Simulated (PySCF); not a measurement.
Be(Me)(SiH3) (CH₆BeSi), SMILES [CH3][Be][SiH3]. Coordinates come from a PBE-D3(BJ)/def2-TZVP optimisation.

Give the equilibrium geometry at PBE-D3(BJ)/def2-TZVP (PySCF confirms it by a frequency run) as Cartesian coordinates in Å, and its point group. (An estimate is asked for; the answer gives what the named calculation found.)

point group C3.
```xyz
9

Be     0.0000     0.0000    -0.7544
C      0.0000     0.0000    -2.4314
H     -0.6800     0.7635    -2.8456
H     -0.3212    -0.9707    -2.8456
H      1.0013     0.2072    -2.8456
Si     0.0000     0.0000     1.4362
H     -0.1768    -1.3765     2.0120
H     -1.1037     0.8414     2.0120
H      1.2805     0.5351     2.0120
```
